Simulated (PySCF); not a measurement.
TDDFT excited states: C6H5ClSi

Compound: C6H5ClSi.
SMILES with atom numbers: `[CH:1]#[C:2][C:3]1=[CH:4][CH:5]=[C:6]([Cl:7])[SiH2:8]1` (hydrogens: H9 on C1; H10 on C4; H11 on C5; H12, H13 on Si8)

Structure used (GFN2-xTB), in Å, numbered top down from 1:
```xyz
13
C6H5ClSi angstrom
C      3.161   -0.699    0.475
C      2.011   -0.373    0.333
C      0.664   -0.046    0.168
C      0.189    1.220    0.100
C     -1.236    1.378   -0.075
C     -1.932    0.232   -0.152
Cl    -3.635    0.182   -0.361
Si    -0.778   -1.271   -0.001
H      4.168   -0.964    0.599
H      0.821    2.093    0.173
H     -1.673    2.364   -0.136
H     -0.733   -2.065   -1.226
H     -1.033   -2.050    1.207
```

Method used: TDDFT CAM-B3LYP/def2-SVPD, vertical, gas phase, core orbitals frozen in the response in PySCF.

**Question.** List the vertical singlet excitations with oscillator strengths and describe the spectrum.

**Answer.** 

| state | λ (nm) | E (eV) | f | \|μ\| (D) | symmetry | main configurations (H = HOMO, L = LUMO) |
| --- | --- | --- | --- | --- | --- | --- |
| S1 | 341.8 | 3.63 | 0.223 | 4.03 | A′ | H→L (96%) |
| S2 | 277.9 | 4.46 | 0.0001 | 0.09 | – | H-1→L (94%) |
| S3 | 225.9 | 5.49 | 0.0005 | 0.16 | – | H-3→L (87%) |
| S4 | 222.0 | 5.59 | 0.0005 | 0.16 | – | H→L+1 (77%) |
| S5 | 212.2 | 5.84 | 0.037 | 1.30 | A′ | H-2→L (89%) |
| S6 | 211.4 | 5.87 | 0.0000 | 0.04 | – | H→L+3 (55%), H→L+2 (17%), H→L+1 (12%) |
| S7 | 203.4 | 6.10 | 0.0001 | 0.05 | – | H→L+2 (73%), H→L+8 (11%) |
| S8 | 198.8 | 6.24 | 0.024 | 1.00 | A′ | H→L+4 (73%), H-4→L (10%) |

Triplets (Tamm–Dancoff): T1 2.04 eV, H→L (93%); T2 4.11 eV, H-2→L (54%), H→L+4 (34%); T3 4.21 eV, H-1→L (90%).

The lowest singlet lies at 3.63 eV (342 nm, ultraviolet) and is strong; its leading configuration is HOMO→LUMO (96%). The lowest level is also the most intense of those listed (f = 0.223). Löwdin shares by element: HOMO carbon 60% or more (atoms not listed hold the other 40%); LUMO carbon 65% or more (atoms not listed hold the other 35%). The listed states span 2.61 eV, and the widest gap between neighbours is 1.03 eV (S2 to S3). Of the 8 states listed, 3 reach f = 0.01 and 3 stay under 0.0005. Weighted by f, the mean energy of these states is 4.14 eV. No computed singlet lies in the visible range (380 to 750 nm); the lowest, at 342 nm, stands 0.36 eV above its violet end (3.26 eV); a Tamm–Dancoff triplet lies at 608 nm, without intensity as long as spin–orbit coupling is left out. Symmetry labels in Cs follow from the direction of the transition dipole and are given only for states with f of 0.002 or more. The window holds the lowest 8 singlets.

Hardware: one thread of an Arm Neoverse V2, no GPU (shared host). Cost: 40 s wall, 0.95 GiB resident at most.
